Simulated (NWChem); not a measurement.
Species: GeSiH₃Cl, singlet; SMILES [SiH3][Ge][Cl]

```xyz
6

Ge     0.7188     0.1938     0.4720
Cl    -0.7473     1.5201    -0.5714
Si    -0.6144    -1.8990     0.0806
H      0.0534    -3.1001     0.6647
H     -0.7869    -2.1338    -1.3822
H     -1.9661    -1.7772     0.6991
```
Atoms are numbered in this order, from 1.

Results from NWChem. Pople sets run with spherical d functions. Low-valent species are run as closed-shell singlets; no triplet was tried in these runs. Coordinates come from a B3LYP/6-31G* (spherical d) optimisation. Vzz is the largest principal value of the second derivative of the potential at the nucleus (NWChem prints the opposite sign); η is the asymmetry. Non-relativistic.

For level PBE0/cc-pVTZ:

```
Property        Value
--------------  -----
Vzz Ge1 (a.u.)  3.680
```

Estimate the same quantities for level PBE0/6-31G*.

The vzz Ge1 (a.u.) is -3.331.
